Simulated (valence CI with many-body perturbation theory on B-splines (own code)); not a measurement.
The numbers below are computed, except where a source is named.
**Hyperfine factors and g values of Rb XXV**

Method: relativistic CI+MBPT: three valence electrons over a frozen Dirac-Fock core [Ne], a basis of 11 s, 11 p, 10 d, 8 f, 5 g, 2 h functions for each j, with the one-electron correlation potential Σ1 (screened to all orders), the two-electron term Σ2, the three-electron term Σ3, Breit, model QED; selected single and double excitations, second order for the rest, scaled by the run's own slope (own B-spline code, finite nucleus).

No measured levels were compared; by estimate levels of excited configurations hold to 0.05 to 0.15 % of their energy, terms of the ground configuration to about 0.5 %.

A/g_I is the dipole constant over the nuclear g factor μ/I (μ in nuclear magnetons, uniformly magnetised nucleus), B/Q the quadrupole constant per barn. Both hold the static response of the core; the bare values leave it out. Large factors of s and p1/2 electrons are usually good to 5 to 10 %; those of open d and f shells near neutrality can be off by tens of per cent, and small factors of p3/2, d and f electrons come from cancelling terms and can be off by a factor of two or in sign, in half-filled shells by more. B is blank for J = 1/2, where it vanishes, and for nearly pure S terms. Energies count from the lowest level.

Names give the largest LS component (configuration and term), which can be under half, so a name can repeat, a term be missing and a line seem to break the LS rules; names also repeat where a configuration has a term twice. Letters in brackets count levels of one name in rising energy.

| Level | E (eV) | g | A/g_I (MHz) | A/g_I bare | B/Q (MHz/b) | B/Q bare |
| --- | --- | --- | --- | --- | --- | --- |
| 3s2 3p 2P°_1/2 | 0.00 | 0.662 | 103000 | 99000 |  |  |
| 3s2 3p 2P°_3/2 | 13.79 | 1.332 | 19100 | 19000 | 34300 | 33300 |
| 3s 3p2 4P_1/2 | 53.62 | 2.583 | 235000 | 227000 |  |  |
| 3s 3p2 4P_3/2 | 61.22 | 1.715 | 85600 | 83300 | 27900 | 27100 |
| 3s 3p2 4P_5/2 | 66.14 | 1.510 | 92400 | 89700 | -14600 | -14100 |
| 3s 3p2 2D_3/2 | 76.25 | 0.841 | -9020 | -8210 | 38900 | 37800 |
| 3s 3p2 2D_5/2 | 81.12 | 1.285 | 79000 | 76400 | 41300 | 40200 |
| 3s 3p2 2P_1/2 | 85.93 | 1.195 | 52200 | 50400 |  |  |
| 3s 3p2 2S_1/2 | 99.68 | 1.552 | 282000 | 270000 |  |  |
| 3s 3p2 2P_3/2 | 100.79 | 1.276 | -22800 | -20700 | -29900 | -29000 |
| 3s2 3d 2D_3/2 | 110.03 | 0.826 | -1370 | -666 | 9990 | 10100 |
| 3s2 3d 2D_5/2 | 111.82 | 1.199 | 15000 | 15100 | 14900 | 15000 |
| 3p3 2D°_3/2 | 136.89 | 1.186 | 9840 | 10300 | 26200 | 25500 |
| 3p3 2D°_5/2 | 143.94 | 1.191 | 44100 | 43100 | -12600 | -12100 |
| 3p3 4S°_3/2 | 145.23 | 1.495 | -8810 | -6690 | -7950 | -7660 |
| 3s 3p 3d 4F°_3/2 | 148.67 | 0.519 | -29400 | -28000 | 13500 | 13400 |
| 3s 3p 3d 4F°_5/2 | 151.35 | 1.050 | 33300 | 32600 | 7770 | 7930 |
| 3s 3p 3d 4F°_7/2 | 155.57 | 1.250 | 51300 | 50000 | 8720 | 9010 |
| 3p3 2P°_1/2 | 157.65 | 0.661 | 91000 | 87100 |  |  |
| 3s 3p 3d 4P°_5/2 | 159.61 | 1.467 | 55100 | 53800 | 12300 | 12300 |
| 3s 3p 3d 4D°_3/2 | 159.95 | 1.347 | 36400 | 36100 | 6350 | 6250 |
| 3s 3p 3d 4D°_1/2 | 160.54 | 0.258 | -111000 | -106000 |  |  |
| 3s 3p 3d 4F°_9/2 | 163.30 | 1.332 | 45800 | 44700 | 42000 | 41400 |
| 3p3 2P°_3/2 | 164.18 | 1.312 | 10100 | 10800 | -14500 | -14100 |
| 3s 3p 3d 4D°_5/2 | 168.94 | 1.184 | 35700 | 35100 | 3880 | 3900 |
| 3s 3p 3d 4D°_7/2 | 169.29 | 1.402 | 54100 | 52900 | -9060 | -8610 |
| 3s 3p 3d 4P°_3/2 | 169.75 | 1.417 | 37700 | 37300 | -8740 | -8740 |
| 3s 3p 3d 4P°_1/2 | 169.75 | 2.422 | 177000 | 172000 |  |  |
| 3s 3p 3d 2F°_5/2 [a] | 170.11 | 1.167 | 43100 | 42100 | 5530 | 5580 |
| 3s 3p 3d 2D°_3/2 | 171.29 | 1.000 | 25.7 | 598 | -12400 | -11900 |
| 3s 3p 3d 2D°_5/2 [a] | 174.83 | 1.188 | 60600 | 58600 | -4660 | -4290 |
| 3s 3p 3d 2F°_7/2 [a] | 182.28 | 1.141 | 5890 | 6380 | 41800 | 41200 |
| 3s 3p 3d 2P°_3/2 [a] | 185.23 | 1.139 | 12300 | 12500 | 1040 | 1240 |
| 3s 3p 3d 2F°_7/2 [b] | 191.53 | 1.151 | 41500 | 40400 | 39000 | 38500 |
| 3s 3p 3d 2P°_1/2 [a] | 192.22 | 0.655 | -111000 | -106000 |  |  |
| 3s 3p 3d 2F°_5/2 [b] | 192.37 | 0.888 | -18300 | -16900 | 33100 | 32600 |
| 3s 3p 3d 2P°_1/2 [b] | 195.63 | 0.658 | 47900 | 46300 |  |  |
| 3s 3p 3d 2P°_3/2 [b] | 197.38 | 1.150 | 74700 | 72000 | 1220 | 1480 |
| 3s 3p 3d 2D°_5/2 [b] | 198.19 | 1.163 | -16100 | -14500 | -20500 | -19600 |
| 3s 3p 3d 2P°_3/2 [c] | 198.64 | 1.148 | -3130 | -2040 | -19500 | -19000 |

Question: Take the isotope of mass number 85, with I = 5/2, μ = 1.35306 μN and Q = 0.276 b. What is the hyperfine structure of 3s2 3p 2P°_1/2?

Answer: From the table A = 55600 MHz. Shifts from the centre of gravity in MHz: F = 2: -97300, F = 3: 69500.
